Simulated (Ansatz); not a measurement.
The same molecule with X = O, S, Se. Ansatz, PBE0-D4/def2-TZVP geometries, multiplicity 1.

Scalar relativity is left out up to krypton.

```tsv
X	molecule	mean X–Ga bond length / Å	mean X–H bond length / Å	HOMO energy (ωB97M-V/def2-TZVPP) / eV	HOMO energy (PBE0/def2-TZVPP) / eV	LUMO energy (PBE/def2-TZVPP) / eV
O	`[OH][GaH2]`	1.788	0.959	-10.80	-8.54	-1.98
S	`[SH][GaH2]`	2.199	1.343	-9.90	-7.73	-2.28
```

Give the row for X = Se, `[GaH2][SeH]`. (Best estimate.)

Ansatz gave: 
```tsv
X	molecule	mean X–Ga bond length / Å	mean X–H bond length / Å	HOMO energy (ωB97M-V/def2-TZVPP) / eV	HOMO energy (PBE0/def2-TZVPP) / eV	LUMO energy (PBE/def2-TZVPP) / eV
Se	`[GaH2][SeH]`	2.322	1.468	-9.46	-7.35	-2.33
```

From O to Se the mean X–Ga bond length rises at each step, by 0.534 Å in all; the mean X–H bond length rises at each step, by 0.509 Å in all; the HOMO energy (ωB97M-V/def2-TZVPP) rises at each step, by 1.34 eV in all; the HOMO energy (PBE0/def2-TZVPP) rises at each step, by 1.19 eV in all; the LUMO energy (PBE/def2-TZVPP) falls at each step, by 0.35 eV in all. Bonds lengthen as the atom grows down the group.

Spin–orbit coupling is left out; it splits and shifts lone-pair levels of the heavy atoms by tenths of an eV.
